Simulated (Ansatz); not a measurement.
```yaml
atoms:
  - { symbol: Be, position_ang: [0.0000, 0.0000, -0.8209] }
  - { symbol: O, position_ang: [0.0000, 0.0000, 0.4105] }
```

Basis set: cc-pVDZ (spherical functions). Frozen core: 1 orbital. Charge 0, multiplicity 1.

Computed with Ansatz (development build ahead of 0.2.0); each method stands on the lowest determinant of its kind that the runs found. Restricted open shells among the atoms or ions are ROHF, correlated in semicanonical orbitals with singles.

Problem. Give the atomization energy at this shape (free ground-state atoms in the same class of orbitals less the molecule, no zero-point energy) of singlet BeO by RHF-MP2, RHF.

Solution.

```
 method  atomization energy
RHF-MP2             3.93 eV
    RHF             1.20 eV
```

Caution: the shape is not the minimum.
